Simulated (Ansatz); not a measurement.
The first iterations of a band of C$_{2}$H$_{9}$NOSSi (15 atoms, charge 0, multiplicity 1).

Computed with Ansatz, RKS PBE0-D4/def2-SVP.

```
movable images  : 9
climbing image  : yes
spring          : 5.0 eV/Å²
optimiser       : quadratic models (default)
start path      : through a guess of the saddle point
force threshold : 0.05 eV/Å
iteration limit : 52
end points      : relaxed
```

First end point:

```xyz
15
Properties=species:S:1:pos:R:3
C 1.041 -0.943 1.685
C 1.268 -0.671 0.219
O 2.229 -1.554 -0.248
S -0.313 -0.900 -0.757
Si -1.004 1.139 -0.877
N -2.715 1.255 -1.029
H 1.991 -0.834 2.230
H 0.671 -1.969 1.822
H 0.307 -0.240 2.102
H 1.579 0.383 0.075
H 2.333 -1.408 -1.196
H -0.525 1.801 0.376
H -0.438 1.849 -2.064
H -3.126 1.238 -1.956
H -3.320 0.802 -0.354
```

Last end point:

```xyz
15
Properties=species:S:1:pos:R:3
C 1.465 -0.882 1.661
C 1.132 -0.783 0.192
O 1.753 -1.833 -0.467
S -0.712 -0.872 -0.087
Si -1.198 1.195 -0.455
N -2.538 1.381 -1.519
H 1.015 -0.053 2.222
H 2.559 -0.854 1.790
H 1.089 -1.831 2.068
H 1.452 0.200 -0.207
H 1.511 -1.786 -1.399
H -1.577 1.920 0.795
H 0.050 1.797 -1.023
H -2.551 0.905 -2.414
H -3.471 1.445 -1.127
```

| iteration | highest image above the first end (eV) | largest band force component (eV/Å) |
| --- | --- | --- |
| 1 | 25.263 | 142.726 |
| 2 | 11.234 | 46.086 |
| 3 | 5.111 | 27.733 |
| 4 | 1.866 | 13.369 |
| 5 | 0.678 | 6.676 |
| 6 | 0.280 | 3.493 |
| 7 | 0.244 | 1.415 |

Does the band converge within its limit, and where does its top end?

The run converged. It ended after 21 iterations with the highest image 0.183 eV above the first end. A vibrational analysis at the climbing image gives one clearly imaginary mode, 263i cm⁻¹, and a faint second one (27i cm⁻¹) that may be numerical noise or a soft torsion: probably a first-order saddle point.

The run took 8.3 min on 2 threads of Intel(R) Xeon(R) 6975P-C (Granite Rapids) (shared host), peak memory 0.41 GiB.
